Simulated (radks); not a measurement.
The nuclear charge of neutral hafnium is varied continuously with 72 electrons held in [Xe] 4f14 5d2 6s2. Method: scalar-relativistic Kohn-Sham, r2SCAN, spin-polarised, spherical densities, finite nucleus; open shells are filled with parallel spins first (spin-orbit coupling, left out, can overturn this in heavy ions); meta-GGA in the generalised Kohn-Sham scheme; Fermi nuclear charge, rms radius 5.347 fm; computed with a radial shooting solver on a logarithmic mesh with Libxc functionals. By the Hellmann-Feynman theorem dE/dZ = E(electron-nucleus)/Z, the electronic potential at the nucleus (averaged over a nucleus of fixed radius). The scalar-relativistic energy here is not variational (the density holds large components alone), so the two differ by a part that grows with Z.

Z = 71.75: E (hartree) -14948.0333; E(electron-nucleus)/Z (hartree) -513.846; HOMO 5d; e(HOMO) (eV) -1.288; <r> HOMO (bohr) 2.643
Z = 72: E (hartree) -15077.7751; E(electron-nucleus)/Z (hartree) -516.579; HOMO 5d; e(HOMO) (eV) -3.177; <r> HOMO (bohr) 2.434
Z = 72.25: E (hartree) -15208.2122; E(electron-nucleus)/Z (hartree) -519.310; HOMO 5d; e(HOMO) (eV) -5.311; <r> HOMO (bohr) 2.284
Z = 72.5: E (hartree) -15339.3445; E(electron-nucleus)/Z (hartree) -522.041; HOMO 5d; e(HOMO) (eV) -7.654; <r> HOMO (bohr) 2.166
Z = 72.75: E (hartree) -15471.1720; E(electron-nucleus)/Z (hartree) -524.772; HOMO 6s; e(HOMO) (eV) -10.061; <r> HOMO (bohr) 3.200
Z = 73: E (hartree) -15603.6950; E(electron-nucleus)/Z (hartree) -527.503; HOMO 6s; e(HOMO) (eV) -12.102; <r> HOMO (bohr) 3.087

The central difference of E at Z = 72 is -520.358 hartree, to compare with the third column; the second derivative is -11.1 hartree.
